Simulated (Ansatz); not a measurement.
System: sum formula ZrH3I, charge 0, multiplicity 1. SMILES: [ZrH3][I]
Coordinates optimised at B3LYP-D3(BJ)/def2-TZVP (Ansatz, a quantum-chemistry and plane-wave program):
```
Zr
H 1 1.8422
H 1 1.8422 2 109.59
H 1 1.8422 2 109.59 3 120.29
I 1 2.7037 2 109.35 3 -119.85
```
Charge 0, spin multiplicity 1.

Quantity: atomisation energy (electronic, to ground-state atoms), in kcal/mol. Valence correlation only, unless marked. UHF or UKS for open shells. No spin-orbit coupling. Frozen are the shells of the preceding noble gas and the d and f shells that filled before the atom's block. Past Kr the def2 sets carry scalar-relativistic core potentials. The coupled-cluster limit lacks core correlation, which all-electron functionals hold. Basis-set limits of correlation are two-point, X^-3; Hartree-Fock from the larger set. The bracket is a focal-point correction in the basis named.

| level | program | atomisation energy (kcal/mol) | minus last row |
|---|---|---|---|
| HF/def2-SVP | Ansatz | 221.4 | -82.0 |
| HF/def2-QZVPPD | Ansatz | 225.9 | -77.5 |
| BLYP-D4/def2-TZVPD | Ansatz + dftd4 | 307.3 | 3.9 |
| revPBE-D3(BJ)/def2-TZVPD | Ansatz + dftd3 | 302.6 | -0.8 |
| revPBE-D4/def2-TZVPD | Ansatz + dftd4 | 303.0 | -0.4 |
| r2SCAN-D4/def2-TZVPD | Ansatz + dftd4 | 307.1 | 3.7 |
| PBE0-D3(BJ)/def2-TZVP | Ansatz + dftd3 | 301.5 | -1.9 |
| PBE0/def2-TZVPD | Ansatz | 299.7 | -3.7 |
| BHLYP-D3(BJ)/def2-TZVPD | Ansatz + dftd3 | 296.5 | -6.9 |
| LC-wPBE/def2-TZVPD | Ansatz | 298.9 | -4.5 |
| wB97X-V/def2-TZVPD | Ansatz | 308.0 | 4.6 |
| PBE-QIDH/def2-TZVPD | Ansatz | 294.2 | -9.2 |
| MP2/def2-SVP | Ansatz | 277.1 | -26.3 |
| MP2/CBS(def2-TZVPP,def2-QZVPP) | Ansatz | 299.5 | -3.9 |
| RI-MP2/CBS(def2-TZVPP,def2-QZVPP) | Ansatz | 299.4 | -4.0 |
| SCS-MP2/def2-TZVPP | Ansatz | 295.6 | -7.8 |
| CCSD/def2-QZVPP | Ansatz | 297.2 | -6.2 |
| CCSD(T)/def2-SVPD | Ansatz | 286.2 | -17.2 |
| CCSD(T)/def2-QZVPP | Ansatz | 300.9 | -2.5 |
| RI-MP2/CBS(def2-TZVPPD,def2-QZVPPD)+[CCSD(T)-MP2]/def2-TZVPPD | Ansatz | 304.7 | 1.3 |
| CCSD(T)/CBS(def2-TZVPP,def2-QZVPP) | Ansatz | 303.4 | 0.0 |
